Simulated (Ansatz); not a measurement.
`FC([SiH3])[TeH]` + `N[AsH2]` → `N[AsH][TeH]` + `FC[SiH3]` at 298.15 K and 1 bar (ligand exchange at a Te–C bond).

Computed with Ansatz on PBE0-D4/def2-TZVP structures; ΔE is electronic, products minus reactants. CBS: MP2 limit from def2 TZ/QZ plus the TZ coupled-cluster correction, frozen cores. Elements past krypton have def2 core potentials. For As, Te outer-core shells are correlated without core-valence functions, which leaves a few kJ/mol of doubt a bond. Scalar relativity is left out up to krypton. One conformer a species, not always the lowest.

| species | CCSD(T)/CBS energy (Eh) | H − E (kJ/mol) | S (J/(mol·K)) |
| --- | --- | --- | --- |
| `FC([SiH3])[TeH]` | -697.62294 | 153.3 | 349.9 |
| `N[AsH2]` | -2292.09958 | 122.1 | 266.6 |
| `N[AsH][TeH]` | -2559.85306 | 127.0 | 334.6 |
| `FC[SiH3]` | -429.90570 | 157.3 | 287.8 |

H − E and S are ideal-gas, rigid-rotor, harmonic terms from PBE0-D4/def2-TZVP, for one conformer and one mirror image of each species. 1 Eh = 2625.50 kJ/mol, R = 8.31446 J/(mol·K).

Q: By hand: ΔE, ΔH, ΔS and ΔG.

A: ΔE = (-2559.85306) + (-429.90570) − (-697.62294) − (-2292.09958) = -0.03624 Eh = -95.1 kJ/mol. Δ(H − E) = 127.0 + 157.3 − 153.3 − 122.1 = 8.9, so ΔH = -86.2 kJ/mol. ΔS = 334.6 + 287.8 − 349.9 − 266.6 = 5.9 J/(mol·K). ΔG = -86.2 − 298.15 × (5.9)/1000 = -88.0 kJ/mol.

Q: By hand: the equilibrium constant, and the temperature at which ΔG would vanish if ΔH and ΔS stayed fixed.

A: log₁₀ K = −ΔG/(RT ln 10) = 15.4. ΔH and −TΔS have one sign here, so there is no such temperature. One of them is within its doubt of zero, so this could turn.

The number of gas molecules stays the same, so ΔS is small and ΔH decides. A doubt of 5 kJ/mol in ΔE shifts log₁₀ K by 0.9 here. Other conformers and mirror images would add mixing entropy, several J/(mol·K) or more a flexible species. These are equilibria of isolated gas molecules and say nothing of rates. Largest T1 diagnostic: 0.012 (customary marks: 0.02 for closed shells, 0.045 for open ones).
